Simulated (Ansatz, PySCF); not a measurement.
BBr2, SMILES Br[B+]Br, charge +1.

Coordinates come from a TPSSh-D3(BJ)/def2-TZVP optimisation.

Vertical ionisation energy (IE) and electron affinity (EA) in eV. Rows of orbital energies are one-electron estimates. Where ΔSCF, EOM or ADC give a negative EA the extra electron is unbound and the value depends on the basis.

```tsv
level	IE	EA
−ε(HOMO), −ε(LUMO), M06-2X/def2-TZVPD (PySCF)	16.67	7.29
−ε(HOMO), −ε(LUMO), PBE/def2-TZVPD (PySCF)	14.27	8.99
ADC(2)/aug-cc-pVDZ (PySCF)	17.62	6.22
ΔSCF, PBE0/def2-SVPD (Ansatz), final states of multiplicity 2 and 2	17.87	6.15
ΔSCF, PBE/def2-SVPD (Ansatz), final states of multiplicity 2 and 2	17.60	6.00
```

What vertical singlet–triplet gap does ΔSCF give with PBE0/def2-SVPD (Ansatz, a quantum-chemistry and plane-wave program) and with PBE/def2-SVPD (Ansatz)? (The exact figures need the calculation; the answer reports its results.)

5.13 and 4.94 eV (triplet above singlet where positive).

Beyond the first one, list the lowest photoelectron lines from ADC(2)/aug-cc-pVDZ (PySCF 2.14.0) with their pole strengths (two spins summed). (Estimate from the structure and the level; the computed values follow.)

19.20 eV (1.81), 19.20 eV (1.81), 21.10 eV (1.80), 22.94 eV (1.77).
